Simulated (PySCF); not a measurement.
1,1-dichlorobuta-1,3-diene (C₄H₄Cl₂), SMILES C=CC=C(Cl)Cl.

The structure is a stationary point at B3LYP-D3(BJ)/def2-SVP. Other conformers were not sampled.

Two levels are set side by side: PBE/def2-TZVP (PySCF) and ωB97X/def2-TZVP (PySCF). Same geometry, gas phase. Differences are taken from unrounded values.

```json
[
 {"quantity": "orbital gap (eV)", "ωB97X": "9.54"},
 {"quantity": "highest occupied level (eV)", "ωB97X": "-8.97"},
 {"quantity": "lowest empty level (eV)", "ωB97X": "0.57"},
 {"quantity": "dipole moment (D)", "ωB97X": "1.62"},
 {"quantity": "mean polarisability (bohr³)", "ωB97X": "79.2"}
]
```

Problem. What does PBE give, and how far is it from ωB97X? (An estimate is asked for; the answer gives what the named calculation found.)

Solution. 
| quantity | PBE | PBE minus ωB97X |
|---|---|---|
| orbital gap (eV) | 3.46 | -6.08 |
| highest occupied level (eV) | -5.78 | 3.19 |
| lowest empty level (eV) | -2.32 | -2.89 |
| dipole moment (D) | 1.26 | -0.36 |
| mean polarisability (bohr³) | 82.9 | 3.6 |

PBE's occupied levels lie high since its potential decays too fast outside the molecule; exact exchange lowers them and widens the gap. PBE's more diffuse valence density responds more strongly to a field. Differences between two approximate levels are no errors against the true value.

Rough cost on one machine, each run with all the roots and properties that it gave: ωB97X against PBE within a factor of 2.
